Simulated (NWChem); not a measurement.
CH₇FOSi₂; SMILES [C@H]([SiH2]F)(O)[SiH3]

```xyz
12

O     -1.7496    -0.9552    -0.0019
C     -0.4674    -0.4509     0.4529
Si     0.9813    -1.5901    -0.0510
Si    -0.4058     1.3428    -0.1608
F      1.0548     2.0386     0.1375
H     -1.6820    -1.0811    -0.9687
H     -0.5130    -0.4440     1.5643
H      0.7855    -2.9666     0.5207
H      0.9695    -1.6932    -1.5549
H      2.2982    -1.0219     0.3996
H     -0.6161     1.3123    -1.6497
H     -1.4705     2.1621     0.5056
```
Atoms are numbered in this order, from 1.

Program: NWChem. Coordinates come from a PBE-D3(BJ)/def2-SVP optimisation. Solvent water, SMD (1 M gas to 1 M solution), gas-phase geometry. Reactions with the solvent are ignored.

Question: Predict the results for M06-2X/def2-TZVP. Quantities: solvation free energy (kcal/mol); cavity-dispersion-structure term (kcal/mol); dipole in solution (D).

Answer: 
| Quantity | Result |
|---|---|
| solvation free energy (kcal/mol) | -3.2 |
| cavity-dispersion-structure term (kcal/mol) | 4.3 |
| dipole in solution (D) | 1.27 |
